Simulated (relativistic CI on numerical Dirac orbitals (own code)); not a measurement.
# Ligand-field terms of d2

Computed with a parametric ligand-field model of a d^n configuration (Racah B and C, spin-orbit zeta, crystal field), exact diagonalisation.

Field parameters in Wybourne normalisation: Oh B⁴₀ = 21Dq, B⁴₄ = √(5/14) B⁴₀. The field is a parameter set, without covalency.

Problem. Ground term and bands for B = 570, C = 2200, ζ = 0 cm⁻¹, Oh, 10Dq = 21090 cm⁻¹?

Solution. Ground term 3T1 with 0.02 electrons in the two orbitals of the cubic e set. Spin-allowed: 3T2 19819 cm⁻¹ (505 nm), 3T1 27097 cm⁻¹ (369 nm), 3A2 40909 cm⁻¹ (244 nm). Lowest spin-forbidden: 1T2 8070 cm⁻¹ (1239 nm), 1E 8165 cm⁻¹ (1225 nm), 1A1 18336 cm⁻¹ (545 nm).

Problem. Ground term and bands for B = 570, C = 2200, ζ = 0 cm⁻¹, Oh, 10Dq = 8550 cm⁻¹?

Solution. Ground term 3T1 with 0.05 electrons in the two orbitals of the cubic e set. Spin-allowed: 3T2 7647 cm⁻¹ (1308 nm), 3T1 15295 cm⁻¹ (654 nm), 3A2 16197 cm⁻¹ (617 nm). Lowest spin-forbidden: 1T2 8166 cm⁻¹ (1225 nm), 1E 8395 cm⁻¹ (1191 nm), 1A1 16548 cm⁻¹ (604 nm).

Problem. Ground term and bands for B = 570, C = 2200, ζ = 0 cm⁻¹, Oh, 10Dq = 5130 cm⁻¹?

Solution. Ground term 3T1 with 0.08 electrons in the two orbitals of the cubic e set. Spin-allowed: 3T2 4455 cm⁻¹ (2244 nm), 3A2 9585 cm⁻¹ (1043 nm), 3T1 12331 cm⁻¹ (811 nm). Lowest spin-forbidden: 1T2 8119 cm⁻¹ (1232 nm), 1E 8469 cm⁻¹ (1181 nm), 1T2 14152 cm⁻¹ (707 nm).

Problem. Ground term and bands for B = 570, C = 2200, ζ = 0 cm⁻¹, Oh, 10Dq = 16530 cm⁻¹?

Solution. Ground term 3T1 with 0.02 electrons in the two orbitals of the cubic e set. Spin-allowed: 3T2 15347 cm⁻¹ (652 nm), 3T1 22714 cm⁻¹ (440 nm), 3A2 31877 cm⁻¹ (314 nm). Lowest spin-forbidden: 1T2 8107 cm⁻¹ (1234 nm), 1E 8228 cm⁻¹ (1215 nm), 1A1 17974 cm⁻¹ (556 nm).

Problem. Ground term and bands for B = 570, C = 2200, ζ = 0 cm⁻¹, Oh, 10Dq = 19950 cm⁻¹?

Solution. Ground term 3T1 with 0.02 electrons in the two orbitals of the cubic e set. Spin-allowed: 3T2 18698 cm⁻¹ (535 nm), 3T1 25996 cm⁻¹ (385 nm), 3A2 38648 cm⁻¹ (259 nm). Lowest spin-forbidden: 1T2 8079 cm⁻¹ (1238 nm), 1E 8179 cm⁻¹ (1223 nm), 1A1 18261 cm⁻¹ (548 nm).
